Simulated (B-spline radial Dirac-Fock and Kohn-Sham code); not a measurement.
## Mo 4p3/2: cross section and angular parameters

System: the Mo atom, configuration [Kr] 4d5 5s1; threshold 41.68 eV (orbital energy of the model). Method: Dirac-Hartree-Slater photoionisation with a Latter tail; cross sections with all multipoles, angular parameters from the dipole term and its interference with E2. Computed with a radial B-spline solver.

Input of the calculation (task.json; shells as n, l, electrons):

```json
{"items": [{
  "Z": 42,
  "q": 0,
  "cfg": [[1, 0, 2], [2, 0, 2], [2, 1, 6], [3, 0, 2], [3, 1, 6], [3, 2, 10], [4, 0, 2], [4, 1, 6], [4, 2, 5], [5, 0, 1]],
  "A": 98,
  "rrms": 4.4091,
  "do": "xps",
  "hv": [63.7, 80, 100, 109.0, 111.0, 200, 223.0, 460.0, 464.0, 483.0, 676.0, 977.0, 1370.0, 1486.9, 1510.0, 2000, 2140.0, 2150.0, 2620.0, 2984.4, 3050.0, 4000, 5640.0, 6540.0, 6840.0, 8047.8, 8180.0, 11100.0, 11900.0, 12300.0],
  "edges": {"K": 20000.0, "L1": 2866.0, "L2": 2625.0, "L3": 2520.0, "M1": 506.3, "M2": 411.6, "M3": 394.0, "M4": 231.1, "M5": 227.9, "N1": 63.2}
}]}
```

Launch: `python xray2_run.py task.json out`

For linearly polarised light dσ/dΩ = σ/(4π) [1 + β P₂(cos θ) + (δ + γ cos²θ) sin θ cos φ], with θ from the polarisation vector and φ the angle between the beam and the projection of the electron momentum on the plane normal to the polarisation.

| hν (eV) | σ (kb) | β | γ | δ |
| --- | --- | --- | --- | --- |
| 63.7 | 901 | 1.348 | 0.101 | -0.019 |
| 80 | 431 | 0.221 | 0.415 | -0.058 |
| 100 | 306 | -0.217 | 0.093 | -0.018 |
| 109 | 288 | -0.148 | -0.011 | 0.002 |
| 111 | 285 | -0.123 | -0.026 | 0.006 |
| 200 | 216 | 0.939 | 0.128 | 0.023 |
| 223 | 199 | 1.072 | 0.162 | 0.019 |
| 460 | 88.0 | 1.562 | 0.092 | 0.001 |
| 464 | 87.0 | 1.565 | 0.090 | 0.001 |
| 483 | 82.2 | 1.578 | 0.079 | 0.000 |
| 676 | 49.2 | 1.658 | 0.000 | 0.000 |
| 977 | 26.1 | 1.691 | -0.024 | 0.001 |
| 1370 | 13.8 | 1.686 | 0.034 | 0.003 |
| 1486.9 | 11.7 | 1.680 | 0.060 | 0.004 |
| 1510 | 11.3 | 1.679 | 0.065 | 0.004 |
| 2000 | 6.27 | 1.646 | 0.193 | 0.007 |
| 2140 | 5.40 | 1.635 | 0.231 | 0.008 |
| 2150 | 5.34 | 1.635 | 0.234 | 0.008 |
| 2620 | 3.40 | 1.598 | 0.361 | 0.012 |
| 2984.4 | 2.50 | 1.570 | 0.455 | 0.015 |
| 3050 | 2.37 | 1.565 | 0.472 | 0.016 |
| 4000 | 1.21 | 1.495 | 0.692 | 0.026 |
| 5640 | 0.488 | 1.386 | 0.998 | 0.046 |
| 6540 | 0.325 | 1.333 | 1.134 | 0.058 |
| 6840 | 0.286 | 1.316 | 1.176 | 0.062 |
| 8047.8 | 0.180 | 1.253 | 1.327 | 0.079 |
| 8180 | 0.172 | 1.246 | 1.342 | 0.081 |
| 11100 | ? | ? | ? | ? |
| 11900 | 0.0563 | 1.084 | 1.674 | 0.135 |
| 12300 | 0.0509 | 1.069 | 1.701 | 0.141 |

Problem. Give the values at 11100 eV.

Solution. σ = 0.0696 kb, β = 1.116, γ = 1.615, δ = 0.123.
